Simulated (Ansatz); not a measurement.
`FB1CC1` + `[CH3][GaH2]` → `[CH3][GaH][B]1CC1` + H–F  (formal exchange of groups at a B–F bond)

Gas-phase electronic energies from Ansatz, PBE0-D4/def2-TZVP geometries. CCSD(T)/CBS is the MP2 limit (def2-TZVPP, def2-QZVPP) plus CCSD(T) − MP2 in def2-TZVPP, frozen cores. This one scheme is used for every species. DFT in def2-TZVPP. For Ga outer-core shells are correlated without core-valence functions, which leaves a few kJ/mol of doubt a bond. Scalar relativity is left out up to krypton. Each species was taken in one conformer, which may not be the lowest.

Q: Is it downhill or uphill in electronic energy at CCSD(T)/CBS, and by how much? (An estimate is asked.)

A: Computed: Uphill: ΔE = +96.7 kJ/mol.

Q: What do these levels give: B97M-V, BLYP, r2SCAN0, BHLYP, LC-ωPBE, CCSD/def2-TZVPP? (An estimate is asked.)

A: Ansatz gave: B97M-V 122.7, BLYP 119.2, r2SCAN0 110.7, BHLYP 124.8, LC-ωPBE 111.5, CCSD/def2-TZVPP 105.4 kJ/mol.

Largest T1 diagnostic among the species: 0.012.

The D4 term adds −7.5 kJ/mol with B3LYP and −4.4 kJ/mol with PBE0; it sums over pairs of atoms, weighted by their polarisabilities, and B3LYP, whose exchange is more repulsive, gets the larger term. From BLYP to BHLYP (50 % exact exchange), in def2-TZVPP and without D4, ΔE moves by +5.6 kJ/mol. In def2-TZVPP, CCSD(T) changes the Hartree–Fock value by −32.7 kJ/mol (the triples alone add −3.2 kJ/mol) and MP2 by −35.1 kJ/mol.

B3LYP here is the variant with VWN-RPA as its local correlation; programs differ in this.
